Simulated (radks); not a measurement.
Question: All-electron atom: Hf in [Xe] 4f14 5d2 6s2. All-electron calculation, Dirac Kohn-Sham, PW91, spin-unpolarised, spherical densities, finite nucleus; open shells fill j = l - 1/2 first; Fermi nuclear charge, rms radius 5.347 fm. Program: a radial shooting solver on a logarithmic mesh with Libxc functionals.

Spin-orbit splittings of the eigenvalues, e(l+1/2) - e(l-1/2), with zeta = 2 splitting/(2l+1) and mean radii in bohr:

| shell | occ. | splitting (eV) | zeta (eV) | <r> j=l-1/2 | <r> j=l+1/2 |
|---|---|---|---|---|---|
| 2p | 6 | 1192 | 794.8 | 0.06612 | 0.07384 |
| 3p | 6 | 255.5 | 170.3 | 0.1981 | 0.2124 |
| 3d | 10 | 55.72 | 22.29 | 0.1863 | 0.1908 |
| 4p | 6 | 58.48 | 38.99 | 0.4745 | 0.5075 |
| 4d | 10 | 10.71 | 4.284 | 0.5285 | 0.5400 |
| 4f | 14 | 1.744 | 0.4984 | 0.6709 | 0.6839 |
| 5p | 6 | 7.765 | 5.177 | 1.267 | 1.379 |
| 5d | 2 | ? | ? | 2.460 | 2.600 |

Estimate the 5d splitting.

Answer: 0.4406 eV (zeta = 0.1762 eV).
